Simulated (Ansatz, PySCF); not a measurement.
Constitutional and geometric isomers with formula C2H4Si2. All species are isolated molecules in the gas phase. Strings in code marks are SMILES.

Quantity: electronic energy of isomers of C2H4Si2 relative to `C#C[SiH]=[SiH2]`, in kJ/mol. The DFT solution of `[SiH2]=C=C=[SiH2]` is unstable or spin-contaminated; the geometry comes from it. The restricted reference of `[SiH2]=C=C=[SiH2]` and `C#C[SiH]=[SiH2]` is unstable towards unrestricted orbitals.

Level 1: frozen-core CCSD(T)/cc-pVTZ // B3LYP-D3(BJ)/def2-TZVP (Ansatz, a first-principles code)
Level 2: BLYP/cc-pVTZ // B3LYP-D3(BJ)/def2-TZVP (Ansatz)
Level 3: PBE-D3(BJ)/def2-TZVP // B3LYP-D3(BJ)/def2-TZVP (PySCF)
Level 4: PBE0/cc-pVTZ // B3LYP-D3(BJ)/def2-TZVP (Ansatz)

```tsv
species	level 2	level 3	level 4
`[SiH2]=C=C=[SiH2]`	41.38	46.8	65.9
```

What does level 1 give for each?


- `[SiH2]=C=C=[SiH2]`: 68.1
